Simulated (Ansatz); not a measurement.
Molecule: sum formula VO₂F, charge 1, multiplicity 2. The spin state was set by rule; other spins were not relaxed. 
Geometry from a B3LYP-D3(BJ)/def2-TZVP (Ansatz, an electronic-structure program) optimisation:
```
V
O 1 1.6148
O 1 1.6148 2 96.43
F 1 1.6925 2 112.26 3 117.25
```
Charge +1, spin multiplicity 2.

Q: Give the harmonic wavenumbers at B3LYP-D3(BJ)/def2-TZVP (Ansatz, finite differences of forces, unscaled).

A: 185, 234, 292, 301, 837, 998 cm⁻¹. Zero-point energy 4.1 kcal/mol.

Q: From these and the geometry, give the ideal-gas thermochemistry at 298.15 K and 1 atm (rigid rotor, harmonic oscillator).

A: Point group Cs, rotational symmetry number 1. Rotational constants 9.061, 6.16, 4.245 GHz. S(trans) 39.78, S(rot) 24.72, S(vib) 7.27, S(elec, spin only) 1.38, S 73.1 cal/(mol K). H(298) - H(0) 3.66 kcal/mol; G - E(el) -14.1 kcal/mol.
